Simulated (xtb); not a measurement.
xtb input:

```bash
xtb mol.xyz --gfn 2 --sp --chrg -1 --uhf 0
```
mol.xyz:
```
3

Si    -0.01469801    -0.50408292    -0.01115471
O     -0.14847962     1.01906834     0.01640263
H      1.39360918    -1.09538579     0.02494486
```

What final total energy does it print?

-6.45279 Eh (GFN2-xTB).

This state (charge -1, singlet) is run at the relaxed geometry of the species with charge 0 and multiplicity 2.
